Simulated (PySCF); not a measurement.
Start geometry of `[Cl][Ga-]([Cl])([Cl])[Cl]` ([GaCl4]-) from GFN2-xTB (Å):
```
atom  x, y, z in Å
Ga1    0.000    0.000    0.000
Cl2    0.010   -0.017    2.171
Cl3    2.044    0.011   -0.733
Cl4   -1.031    1.776   -0.705
Cl5   -1.024   -1.770   -0.733
```

Q: What comes out of this run: PBE0-D3(BJ)/def2-SVP geometry optimisation, gas phase (PySCF 2.14.0)?

A: 
```
atom  x, y, z in Å
Ga1   -0.0040    0.0004    0.0043
Cl2   -0.0079   -0.0241    2.2108
Cl3    2.0764    0.0091   -0.7203
Cl4   -1.0369    1.8091   -0.7256
Cl5   -1.0276   -1.7945   -0.7692
```

The energy falls by 0.80 kcal/mol over 4 energy and gradient evaluations, the largest force component goes from 0.0107 to 2.7e-04 Eh/bohr, and the atoms move by 0.032 Å rms after alignment. Among the bonds, Ga1–Cl2, Ga1–Cl4 and Ga1–Cl5 change most and about equally (+0.035 Å). Bonds longer at the end by more than 0.005 Å: 4 of 4; shorter: 0. The orientation of the end geometry is arbitrary; only internal coordinates are fixed.

The run used 104 basis functions and 22 SCF cycles in all. Time: 43 s; peak memory 0.39 GiB. Hardware: AMD EPYC 7571, one thread (shared host).

Stationary, but not proved a minimum.
